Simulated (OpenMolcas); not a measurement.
Nb4+ with 6 ligands (chloride) in octahedral coordination (Oh). A charge of +0.333 e stands 3.2 Å behind each ligand. Ligand basis ANO-RCC-VDZP.

```json
{
  "Program": "OpenMolcas 26.06",
  "Method": "SS-CASPT2, IPEA 0.25 Eh, imaginary shift 0.1 Eh (closed shells correlated: 4s 4p and the ligand valence shells)",
  "Basis": "ANO-RCC-VTZP [7s6p4d2f1g]",
  "Scalar Hamiltonian": "DKH2, point nucleus",
  "Active space": "1 electron in 5 orbitals (4d)",
  "State averaging": "2S+1 = 2 even, 5 roots",
  "Spin-orbit coupling": "state interaction with AMFI integrals over the reference wave functions"
}
```

All ligands move together. At R = 2.39 Å |10Dq| is 25413 cm-1, and at R = 2.51 Å it is 21433 cm-1.

A third run gives 23520 cm-1. What distance was it run at?

With a power law R^-n the two known points give n = -ln(21433 / 25413) / ln(2.51 / 2.39) = 3.48. Then R = 2.39 × (25413 / 23520)^(1/3.48) = 2.444 Å. The run was at 2.44 Å, so the estimate is off by +0.004 Å.

Roots that are degenerate in the reference are averaged as groups; the widest CASPT2 spread within a group is 250 cm-1 (the 3-fold group of multiplicity 2 near 0 cm-1 above the lowest state of its run, R = 2.44). Shifts and gaps below about the spread of the groups concerned are not significant. Over all roots computed the reference weight is 0.65 in R = 2.39, 0.65 to 0.66 in R = 2.44, 0.65 to 0.66 in R = 2.51; a low but even weight reflects the number of correlated electrons. An orbital triplet at a regular site is open to Jahn-Teller coupling, which can distort the site and quench the lowest spin-orbit gaps and is left out. Ligand-to-metal charge-transfer states are missing. With one d shell and no ligand orbital active, 10Dq can be off by a tenth or more. The least metal-like active orbital is 72 % on the metal (Löwdin) and no ligand orbital is active, so the numbers are rough (holds for R = 2.39). The least metal-like active orbital is 73 % on the metal (Löwdin) and no ligand orbital is active, so the numbers are rough (holds for R = 2.44). The least metal-like active orbital is 75 % on the metal (Löwdin) and no ligand orbital is active, so the numbers are rough (holds for R = 2.51). No measured value stands beside these numbers; the geometry was imposed, not optimised, and the real ion may take another.
